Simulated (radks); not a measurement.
Question: Excited configurations of Mn2+: one electron is placed in a higher orbital outside [Ar] 3d4. The ground configuration is [Ar] 3d5. All-electron calculation, non-relativistic Kohn-Sham, PBE, spin-polarised, spherical densities, point nucleus; open shells are filled with parallel spins first. Program: a radial shooting solver on a logarithmic mesh with Libxc functionals. Excitation = E - E(ground); binding = E(ion) - E, where the ion is the core of charge +3; n* = 3/sqrt(2 binding) in atomic units, and the quantum defect is n - n*.

| outer orbital | excitation (eV) | binding (eV) | n* | quantum defect | eigenvalue (eV) | <r> (bohr) |
|---|---|---|---|---|---|---|
| 4s | 7.982 | 26.360 | 2.155 | 1.845 | -22.243 | 2.469 |
| 4d | 21.764 | 12.578 | 3.120 | 0.880 | -10.261 | 4.037 |
| 5p | 23.858 | 10.484 | 3.418 | 1.582 | -8.975 | 5.785 |
| 5d | 26.822 | 7.520 | 4.035 | 0.965 | -6.346 | 7.506 |
| 6p | 27.931 | 6.410 | 4.371 | 1.629 | -5.568 | 9.615 |
| 7d | 30.819 | 3.523 | 5.895 | 1.105 | -3.073 | 17.20 |

Estimate the row for 4f.

Answer: excitation (eV) 26.330; binding (eV) 8.012; n* 3.910; quantum defect 0.090; eigenvalue (eV) -6.459; <r> (bohr) 5.708. The Delta-SCF ionisation energy is 34.342 eV (NIST Atomic Spectra Database: 33.67 eV, measured). Self-interaction in the functional shifts the binding energies and quantum defects, so they are the method's values and not measured ones. Open shells are spherical and high-spin; term and fine-structure splittings are not resolved.
